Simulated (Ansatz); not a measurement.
Cl$_{2}$H$_{4}$OSi$_{2}$, SMILES `O[SiH](Cl)[SiH2]Cl`. Total charge 0; spin multiplicity 1. All single points use the PBE0-D4/def2-TZVP geometry. It is one conformer, not always the lowest.

```xyz
9

O    -1.439   -0.143    1.391
Si   -0.259    0.765    0.716
Cl    1.385    0.911    1.948
Si    0.488   -0.280   -1.247
Cl    0.535   -2.290   -0.749
H    -1.290   -1.091    1.436
H    -0.821    2.123    0.555
H     1.851    0.129   -1.663
H    -0.451   -0.123   -2.387
```

Question: What is the dipole moment at B3LYP/def2-TZVPP? (Best estimate.)

Answer: Ansatz gave: 1.20 D, with components (-0.34, 0.16, -1.13) D in this frame, pointing from negative to positive charge.

Question: And with PBE, r2SCAN, ωB97M-V? (An estimate is asked.)

Answer: The calculation gave: PBE 1.05 D, r2SCAN 1.13 D, ωB97M-V 1.18 D.

Question: Give the Mulliken charges with B3LYP, ωB97M-V, PBE in def2-TZVPP. (An estimate is asked.)

Answer: Ansatz gave: 
```csv
atom,B3LYP,ωB97M-V,PBE
O1,-0.37,-0.36,-0.33
Si2,0.53,0.44,0.46
Cl3,-0.24,-0.21,-0.21
Si4,0.31,0.20,0.26
Cl5,-0.26,-0.23,-0.23
H6,0.19,0.19,0.20
H7,-0.07,-0.02,-0.06
H8,-0.04,0.00,-0.04
H9,-0.05,-0.01,-0.04
```

B3LYP here is the variant with VWN-RPA as its local correlation; programs differ in this.
